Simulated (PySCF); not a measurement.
Spectra and structures to be paired. Computed with TDDFT CAM-B3LYP/def2-SVPD, vertical, gas phase, core orbitals frozen in the response (PySCF). Geometries: GFN2-xTB; one conformer of each isolated species. Triplets are in the Tamm–Dancoff approximation.

A. `C(c1cn(nc1)[SiH3])=C`
B. `Cn1ccnc1`
C. `F/C=P/c1cccs1`
D. `C=CC/C(F)=C(/F)C#N`

Lowest singlet levels (six at most, fewer where fewer were computed) with oscillator strengths:

1. 219 nm (f 0.004); 208 nm (f 0.260); 193 nm (f 0.100); 172 nm (f 0.028); 169 nm (f 0.010); 167 nm (f 0.056); T1 3.61 eV
2. 298 nm (f 0.191); 245 nm (f 0.009); 240 nm (f 0.093); 218 nm (f 0.004); 215 nm (f 0.032); 207 nm (f 0.080); T1 2.24 eV
3. 236 nm (f 0.324); 204 nm (f 0.029); 201 nm (f 0.000); 189 nm (f 0.001); 187 nm (f 0.008); 184 nm (f 0.379); T1 3.39 eV
4. 196 nm (f 0.007); 189 nm (f 0.156); 185 nm (f 0.002); 176 nm (f 0.001); 172 nm (f 0.021); 166 nm (f 0.014); T1 4.57 eV

Question: Match each spectrum to its molecule.

Answer: 1 = D, 2 = C, 3 = A, 4 = B.
- A: S1 at 5.25 eV, HOMO→LUMO (97%); Löwdin shares by element: HOMO carbon 69% or more (atoms not listed hold the other 31%); LUMO carbon 67% or more (atoms not listed hold the other 33%); HOMO -7.64 and LUMO 0.40 eV; point group Cs, 1 of its 6 listed states under f = 0.0005.
- B: S1 at 6.34 eV, HOMO→LUMO (87%), HOMO→LUMO+2 (10%); Löwdin shares by element: HOMO carbon 74% or more, nitrogen 10% or more (atoms not listed hold the other 16%); LUMO carbon 36% or more, hydrogen 33% or more (atoms not listed hold the other 31%); HOMO -7.91 and LUMO 1.12 eV.
- C: S1 at 4.15 eV, HOMO→LUMO (96%); Löwdin shares by element: HOMO carbon 51% or more, phosphorus 16% (atoms not listed hold the other 32%); LUMO carbon 44% or more, phosphorus 25% (atoms not listed hold the other 31%); HOMO -7.72 and LUMO -1.01 eV; point group Cs.
- D: S1 at 5.65 eV, HOMO→LUMO+1 (77%), HOMO-1→LUMO+1 (10%); Löwdin shares by element: HOMO carbon 51% or more, nitrogen 11% (atoms not listed hold the other 38%); LUMO carbon 56% or more, nitrogen 16% (atoms not listed hold the other 28%); HOMO -9.25 and LUMO -0.55 eV.
